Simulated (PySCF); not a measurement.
²⁹Si chemical shifts

- GIAO PBE0/pcSseg-1 shieldings
- GFN2-xTB structure
- run in PySCF
- gas phase, one conformer, rapidly exchanging positions averaged, non-relativistic

Shieldings were converted by a linear fit to measured shifts: ²⁹Si: δ = 279.94 − 0.822σ (rms 8.9 ppm, 72 shifts, 25.8 ppm with the 6 outliers that the fit left out vs TMS, solution or neat liquid). Occasional misses reach two or three times the rms, and more in compound classes unlike the fitted ones.

(1) Give the ²⁹Si shifts of `O[Si@]1(O[SiH3])SC[SiH2]S1`, `CN[SiH2][SiH2]O[SiH2]N`, `CC(C)O[Si@@H]1[SiH2][SiH2][Si@@H]1F`.

(2) Order these by ²⁹Si shift, lowest first.
A. CC(=O)CC(=O)[SiH2]CCl
B. CSc1cn([SiH3])nn1
C. C=C[C@@H]1COC[Si@@H](Cl)O1

Results:

(1) 
```csv
compound,environment,δ (ppm)
[OH:1][Si@:2]1([O:3][SiH3:4])[S:5][CH2:6][SiH2:7][S:8]1,"Si2: silicon bonded to 2 O, 2 S, in a 5-membered ring",-11.2
[OH:1][Si@:2]1([O:3][SiH3:4])[S:5][CH2:6][SiH2:7][S:8]1,"Si7: silicon bonded to C, S, 2 H, in a 5-membered ring",-18.2
[OH:1][Si@:2]1([O:3][SiH3:4])[S:5][CH2:6][SiH2:7][S:8]1,"Si4: silicon bonded to O, 3 H",-38.5
[CH3:1][NH:2][SiH2:3][SiH2:4][O:5][SiH2:6][NH2:7],"Si4: silicon bonded to O, Si, 2 H",-33.2
[CH3:1][NH:2][SiH2:3][SiH2:4][O:5][SiH2:6][NH2:7],"Si6: silicon bonded to N, O, 2 H",-35.2
[CH3:1][NH:2][SiH2:3][SiH2:4][O:5][SiH2:6][NH2:7],"Si3: silicon bonded to N, Si, 2 H",-52.1
[CH3:1][CH:2]([CH3:3])[O:4][Si@@H:5]1[SiH2:6][SiH2:7][Si@@H:8]1[F:9],"Si8: silicon bonded to F, 2 Si, H, in a 4-membered ring",43.8
[CH3:1][CH:2]([CH3:3])[O:4][Si@@H:5]1[SiH2:6][SiH2:7][Si@@H:8]1[F:9],"Si5: silicon bonded to O, 2 Si, H, in a 4-membered ring",6.4
[CH3:1][CH:2]([CH3:3])[O:4][Si@@H:5]1[SiH2:6][SiH2:7][Si@@H:8]1[F:9],"Si7: silicon bonded to 2 Si, 2 H, in a 4-membered ring",-93.6
[CH3:1][CH:2]([CH3:3])[O:4][Si@@H:5]1[SiH2:6][SiH2:7][Si@@H:8]1[F:9],"Si6: silicon bonded to 2 Si, 2 H, in a 4-membered ring",-98.5
```

(2) A (-68.4 ppm, silicon bonded to 2 C, 2 H), B (-48.1 ppm, silicon bonded to N, 3 H), C (-25.9 ppm, silicon bonded to C, Cl, O, H, in a 6-membered ring).
